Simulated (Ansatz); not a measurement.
Relaxation of Cl3FH4OW (10 atoms, charge 0, multiplicity 1), to a largest force component of 0.03 eV/Å in at most 50 steps.

Level of theory: Ansatz, RHF/def2-SVP.

```xyz
10
Properties=species:S:1:pos:R:3:forces:R:3
W 0.238 -0.805 0.211 0.16 -0.32 -0.20
F -0.055 -0.054 1.882 -0.02 0.06 0.14
H 1.905 -0.754 0.377 0.00 -0.02 0.01
Cl -0.796 3.591 0.193 0.00 0.00 -0.01
Cl -2.842 -0.655 0.164 -0.01 0.00 0.02
Cl 0.142 -2.755 -0.977 -0.01 0.01 0.00
H 0.247 0.269 -1.075 0.01 0.01 -0.01
O -1.067 2.021 0.690 0.28 0.17 1.07
H -2.749 0.618 0.242 0.02 -0.01 -0.02
H -0.709 1.941 1.590 -0.41 0.11 -1.01
```

Q: Where does it end, and by what steps?

A: It converged. The force dipped under the threshold on the way, but the program's further checks kept it going. After 31 steps the energy has fallen by 0.218 eV; Cl4 moved furthest, 1.12 Å.

```tsv
step	energy less start (eV)	largest force component (eV/Å)	accepted
0	0.0000	1.074	yes
2	-0.0815	1.218	yes
4	-0.1482	0.316	yes
6	-0.1733	0.205	yes
8	-0.1902	0.244	yes
10	-0.2035	0.292	yes
12	-0.2117	0.150	yes
14	-0.2134	0.042	yes
16	-0.2151	0.060	yes
18	-0.2159	0.092	yes
20	-0.2161	0.163	no
22	-0.2170	0.071	yes
24	-0.2174	0.014	yes
26	-0.2176	0.060	yes
28	-0.2179	0.031	yes
30	-0.2179	0.046	no
31	-0.2180	0.006	yes
```

```xyz
10
Properties=species:S:1:pos:R:3
W 0.465 -1.057 0.046
F 0.288 0.459 1.114
H 2.070 -1.354 0.419
Cl -1.596 3.977 0.871
Cl -2.546 -0.292 -0.308
Cl -0.141 -3.188 -0.475
H 0.868 -0.434 -1.452
O -1.743 2.378 1.319
H -2.490 0.864 0.255
H -0.863 2.064 1.508
```

Whether the end is a true minimum wasn't checked by a vibrational analysis.

The run took 2.4 min on 2 threads of Arm Neoverse V1, with other jobs on the host, peak memory 0.44 GiB.
